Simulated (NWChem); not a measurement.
System: B2, triplet; SMILES [B][B]

NWChem input:

```
start job
memory heap 200 mb stack 700 mb global 900 mb
geometry units angstroms noautosym nocenter noautoz
  B      0.000000     0.000000    -0.812772
  B      0.000000     0.000000     0.812772
end
basis spherical
  B library 6-31+g*
end
dft
  odft
  mult 3
  xc xpbe96 cpbe96
  iterations 150
end
tddft
  cis
  nroots 6
end
task tddft energy
```

Output (shortened):

```
             Northwest Computational Chemistry Package (NWChem) 7.3.0
             --------------------------------------------------------

                             Geometry "geometry" -> ""
                             -------------------------

 Output coordinates in angstroms (scale by  1.889725989 to convert to a.u.)

  No.       Tag          Charge          X              Y              Z
 ---- ---------------- ---------- -------------- -------------- --------------
    1 B                    5.0000     0.00000000     0.00000000    -0.81277200
    2 B                    5.0000     0.00000000     0.00000000     0.81277200

 Effective nuclear repulsion energy (a.u.)       8.1384639388

  pbe96 is a nonlocal functional; adding pw91lda local functional.

                                 NWChem DFT Module
                                 -----------------

 Summary of "ao basis" -> "ao basis" (spherical)
 ------------------------------------------------------------------------------
       Tag                 Description            Shells   Functions and Types
 ---------------- ------------------------------  ------  ---------------------
 B                          6-31+g*                  8       18   4s3p1d

            General Information
            -------------------
          SCF calculation type: DFT
          Wavefunction type:  spin polarized.
          No. of atoms     :     2
          No. of electrons :    10
           Alpha electrons :     6
            Beta electrons :     4
          Charge           :     0
          Spin multiplicity:     3
          Use of symmetry is: off; symmetry adaption is: off
          Maximum number of iterations: 150
          AO basis - number of functions:    36
                     number of shells:    16
          Convergence on energy requested:  1.00D-06
          Convergence on density requested:  1.00D-05
          Convergence on gradient requested:  5.00D-04

              XC Information
              --------------
          PerdewBurkeErnzerhof Exchange Functional  1.000
            Perdew 1991 LDA Correlation Functional  1.000 local
           PerdewBurkeErnz. Correlation Functional  1.000 non-local

             Grid Information
             ----------------
          Grid used for XC integration:  medium
          Radial quadrature: Mura-Knowles
          Angular quadrature: Lebedev.
          Tag              B.-S. Rad. Rad. Pts. Rad. Cut. Ang. Pts.
          ---              ---------- --------- --------- ---------
          B                   0.85       49          12.0       434
          Grid pruning is: on
          Number of quadrature shells:    98
          Spatial weights used:  Erf1

      Superposition of Atomic Density Guess
      -------------------------------------

 Sum of atomic energies:         -49.05979633

      Non-variational initial energy
      ------------------------------

 Total energy =     -49.172064
 1-e energy   =     -80.813364
 2-e energy   =      23.502836
 HOMO         =      -0.107657
 LUMO         =      -0.107657

   convergence    iter        energy       DeltaE   RMS-Dens  Diis-err
 ---------------- ----- ----------------- --------- --------- ---------
 d= 0,ls=0.0,diis     1    -49.2836537795 -5.74D+01  2.25D-02  5.38D-02
                                                     2.37D-02  2.83D-02
 d= 0,ls=0.0,diis     2    -49.3141860811 -3.05D-02  1.02D-02  2.37D-02
                                                     8.74D-03  1.37D-02
 d= 0,ls=0.0,diis     3    -49.3326268797 -1.84D-02  2.11D-03  7.25D-04
                                                     1.50D-03  4.64D-04
 d= 0,ls=0.0,diis     4    -49.3332262634 -5.99D-04  5.99D-04  1.53D-05
                                                     8.33D-04  7.90D-06
 d= 0,ls=0.0,diis     5    -49.3332373188 -1.11D-05  1.27D-04  1.79D-07
                                                     5.06D-05  3.02D-07
 d= 0,ls=0.0,diis     6    -49.3332376353 -3.17D-07  3.18D-06  6.27D-10
                                                     2.19D-06  2.08D-09

         Total DFT energy =      -49.333237635309
      One electron energy =      -81.027558538253
           Coulomb energy =       31.347809697373
    Exchange-Corr. energy =       -7.791952733266
 Nuclear repulsion energy =        8.138463938837

 Numeric. integr. density =       10.000000229856

                    DFT Final Alpha Molecular Orbital Analysis
                    ------------------------------------------

[...]

                                NWChem TDDFT Module
                                -------------------

            General Information
            -------------------
           No. of orbitals :      72
            Alpha orbitals :      36
             Beta orbitals :      36
        Alpha frozen cores :       0
         Beta frozen cores :       0
     Alpha frozen virtuals :       0
      Beta frozen virtuals :       0
         Spin multiplicity :       3
    Number of AO functions :      36
        Use of symmetry is : off
      Symmetry adaption is : off
         Schwarz screening :  0.10D-07

              XC Information
              --------------
   PerdewBurkeErnzerhof Exchange Functional   1.00
     Perdew 1991 LDA Correlation Functional   1.00 local
    PerdewBurkeErnz. Correlation Functional   1.00 non-local

             TDDFT Information
             -----------------
          Calculation type : Tamm-Dancoff TDDFT
         Wavefunction type : Unrestricted
          No. of electrons :      10
           Alpha electrons :       6
            Beta electrons :       4
              No. of roots :       6
          Max subspacesize :    5200
            Max iterations :     100
               Target root :       1
           Target symmetry : none
      Symmetry restriction : off
                 Algorithm : Optimal
        Davidson threshold :  0.10D-03

    6 smallest eigenvalue differences (eV)
--------------------------------------------------------
  No. Spin  Occ  Vir  Irrep   E(Occ)    E(Vir)   E(Diff)
--------------------------------------------------------
    1    1    6    7 a        -0.221    -0.192     0.783
    2    1    5    7 a        -0.221    -0.192     0.783
    3    2    4    5 a        -0.245    -0.180     1.787
    4    1    4    7 a        -0.279    -0.192     2.344
    5    2    4    6 a        -0.245    -0.158     2.380
    6    2    4    7 a        -0.245    -0.158     2.380
--------------------------------------------------------

  Entering Davidson iterations
  Unrestricted

  Iter   NTrls   NConv    DeltaV     DeltaE      Time
  ----  ------  ------  ---------  ---------  ---------
    1      6       0     0.21E+00   0.10+100        0.7
    2     12       0     0.12E+00   0.13E+00        0.6
    3     18       0     0.19E-01   0.20E-01        0.5
    4     24       3     0.93E-03   0.43E-03        0.5
    5     27       6     0.48E-04   0.64E-06        0.3
  ----  ------  ------  ---------  ---------  ---------
  Convergence criterion met

  Ground state a         -49.333237635309 a.u.
  <S2> =   2.0058

  ----------------------------------------------------------------------------
  Root   1         a              0.024588016 a.u.                0.6691 eV
  <S2> =   2.0157
  ----------------------------------------------------------------------------
     Transition Moments    X -0.00002   Y  0.40486   Z  0.00000
     Dipole Oscillator Strength                    0.0026868725
     Electric Quadrupole                           0.0000000000
     Magnetic Dipole                               0.0000000000
     Total Oscillator Strength                     0.0026868725

     Occ.    6 alpha a   ---  Virt.    7 alpha a        0.99601
     Occ.    4 beta  a   ---  Virt.    9 beta  a        0.08215
  ----------------------------------------------------------------------------
  Root   2         a              0.024588016 a.u.                0.6691 eV
  <S2> =   2.0157
  ----------------------------------------------------------------------------
     Transition Moments    X  0.40486   Y  0.00002   Z -0.00000
     Dipole Oscillator Strength                    0.0026868725
     Electric Quadrupole                           0.0000000000
     Magnetic Dipole                               0.0000000000
     Total Oscillator Strength                     0.0026868725

     Occ.    5 alpha a   ---  Virt.    7 alpha a        0.99601
     Occ.    4 beta  a   ---  Virt.    8 beta  a        0.08215
  ----------------------------------------------------------------------------
  Root   3         a              0.027808882 a.u.                0.7567 eV
  <S2> =   3.9467
  ----------------------------------------------------------------------------
     Transition Moments    X -0.00000   Y  0.00000   Z -0.18231
     Dipole Oscillator Strength                    0.0006161561
     Electric Quadrupole                           0.0000000000
     Magnetic Dipole                               0.0000000000
     Total Oscillator Strength                     0.0006161561

     Occ.    4 alpha a   ---  Virt.    7 alpha a       -0.61637
     Occ.    5 alpha a   ---  Virt.    8 alpha a        0.08006
     Occ.    6 alpha a   ---  Virt.    9 alpha a        0.08006
     Occ.    4 beta  a   ---  Virt.    5 beta  a        0.77646
  ----------------------------------------------------------------------------
  Root   4         a              0.080806153 a.u.                2.1988 eV
  <S2> =   2.0088
  ----------------------------------------------------------------------------
     Transition Moments    X -0.00000   Y -0.00000   Z  0.00000
     Dipole Oscillator Strength                    0.0000000000
     Electric Quadrupole                           0.0000000109
     Magnetic Dipole                               0.0000005306
     Total Oscillator Strength                     0.0000005415

[...]
```

Level: PBE/6-31+G* (spherical d), spin-unrestricted, TDA. All runs use the structure optimised with PBE0/def2-SVP, spin-unrestricted. No stability test was run on the SCF state.
